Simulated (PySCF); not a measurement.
Input for PySCF: R-BP86/LANL2DZ on Hg2, 2S+1 = 1, a spin state set in the input, which need not be the lowest, a point of a bond scan (R = 3.934 Å).

```python
from pyscf import gto, scf, dft, mp
from pyscf.data.elements import chemcore

mol = gto.M(
    atom='''
    Hg    0.00000000    0.00000000    0.00000000
    Hg    0.00000000    0.00000000    3.93433000
    ''',
    basis='lanl2dz',
    ecp={'Hg': 'lanl2dz'},
    charge=0, spin=0, verbose=3, max_memory=1800)
mf = dft.RKS(mol, xc='b88,p86')
mf.conv_tol = 1e-8
mf.max_cycle = 100
mf.kernel()
if not mf.converged:
    mf = mf.newton().run(mf.mo_coeff, mf.mo_occ)
```

What total energy does the run end on?

-86.0798 hartree.
